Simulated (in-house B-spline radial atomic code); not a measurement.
**Sr8+: [Ar] 3d10 4s2**

Level of theory: Dirac-Kohn-Sham relativistic LDA, spherical fractional occupations, Fermi nucleus of rms radius 4.224 fm; calculated with an all-electron radial atomic-structure program (B-spline basis).

Effective charges: Z_r = [3n² - l(l+1)]/(2<r>) from the radius, Z_e = n√(-2ε) from the energy, and Slater's rules. Values are occupation-weighted means over j. An effective charge above Z reflects the relativistic contraction of the inner shells.

```tsv
shell	electrons	ε (eV)	<r> (bohr)	Z_r	Z_e	Slater
1s	2	-15983	0.03929	38.18	34.27	37.70
2s	2	-2279.7	0.1726	34.75	25.89	33.85
2p	6	-2045.1	0.1504	33.23	24.52	33.85
3s	2	-459.89	0.4914	27.47	17.44	26.75
3p	6	-383.53	0.4961	25.19	15.93	26.75
3d	10	-256.08	0.4905	21.41	13.02	16.85
4s	2	-151.04	1.199	20.02	13.33	12.35
```

The least bound orbital is 4s1/2 at -151 eV, and it is also the most diffuse (<r> = 1.199 bohr).

Spin-orbit splittings of the orbital energies (j = l + 1/2 above j = l - 1/2 when positive): 2p 67.97 eV, 3p 10.56 eV, 3d 1.875 eV.

For the 1s electron the small component carries 1.9 % of the norm, the zero-frequency Breit interaction raises the level by 27.79 eV, self-energy by 14.93 eV, and vacuum polarisation lowers it by 1.609 eV.
